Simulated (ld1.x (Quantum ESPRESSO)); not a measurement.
Zr (Z = 40): one change to a PAW potential, before and after

- Element: zirconium (Zr)
- Generator: ld1.x (Quantum ESPRESSO) 7.5
- Type: PAW
- Functional: Wu–Cohen
- Relativity: scalar-relativistic
- Frozen core: [Ar] 3d10 4s2
- Valence charge: 10
- Reference configuration: 4p6 4d2 5s2 5p0
- Partial waves: 5s (bound): rcut 2.35, rcutus 3.30 bohr; 5s channel at 0.1 Ry: rcut 2.35, rcutus 3.30 bohr; 4p (bound): rcut 2.25, rcutus 2.45 bohr; 5p (bound, empty): rcut 2.25, rcutus 2.45 bohr; 4d (bound): rcut 2.35, rcutus 3.10 bohr; 4d channel at 0.15 Ry: rcut 2.35, rcutus 3.10 bohr
- Local potential: all-electron potential smoothed inside 2.00 bohr (lloc = -2)
- Core correction: a·sin(br)/r model core, default radius (ld1.x builds one for every PAW set, though the input has nlcc=.false.)
- Augmentation charge: PSQ, inside the norm-conserving radii

Change: waves 4d (bound): rcut 2.35, rcutus 3.44 bohr; 4d channel at 0.15 Ry: rcut 2.35, rcutus 3.44 bohr.

Cutoffs: the cutoffs (Ry, on a coarse ladder) from which the occupation-weighted sum of valence levels, in a spherical-Bessel basis at the reference potential, stays within 10 and 1 mRy of its value at 400 Ry; they do not see the model core or the augmentation charge, which bear on the density cutoff. Errors are all-electron minus pseudo energies relative to the spin-unpolarised reference configuration.

Question: Predict the effect on cutoff, ghosts and configuration errors.

Answer: The potential gets neither clearly harder nor softer (15 Ry and 25 Ry → 15 Ry and 25 Ry); the p channel sets the loose cutoff, while the largest relative change is in d, which becomes softer; the number of tests that count goes from 6 to 5; of the 5 tests that both files solve, the error grows in 0 and shrinks in 3 by more than 15 % and 0.3 meV (median size 3.5 → 0.9 meV); neither file shows a bound ghost at the reference potential, the only one tested. That the errors move this way runs against the usual rule that smaller radii transfer better.

```csv
quantity,base,changed
"cutoff, loose",15 Ry,15 Ry
"cutoff, tight",25 Ry,25 Ry
loose cutoff by channel (10 mRy a level),"s 6 Ry, p 10 Ry, d 8 Ry","s 6 Ry, p 10 Ry, d 6 Ry"
bound ghosts,none,none
"tests counted (converged, no solver errors)",6 of 7,5 of 7
"error for 4p6 4d2 5s1 5p0, meV [ΔE 7.18 eV]",-1.1,-0.9
"error for 4p6 4d2 5s0 5p0, meV [ΔE 20.05 eV]",-3.5,-2.5
"error for 4p6 4d1 5s2 5p1, meV [ΔE 3.02 eV]",+17,+12
"error for 4p6 4d1 5s2 5p0, meV [ΔE 7.68 eV]",+4.4,-0.1
"error for 4p6 4d2 5s1.5 5p0, meV [ΔE 2.90 eV]",-0.4,-0.4
lowest overlap eigenvalue by channel,"s 0.36, p 0.09, d 0.81","s 0.36, p 0.09, d 0.28"
```

Base: Tests not counted: 4p6 4d3 5s1 5p0 (solver errors, printed error -648 eV). Changed file: Tests not counted: 4p6 4d1 5s0 5p0 (solver errors, printed error -411 eV); 4p6 4d3 5s1 5p0 (solver errors, printed error -643 eV).
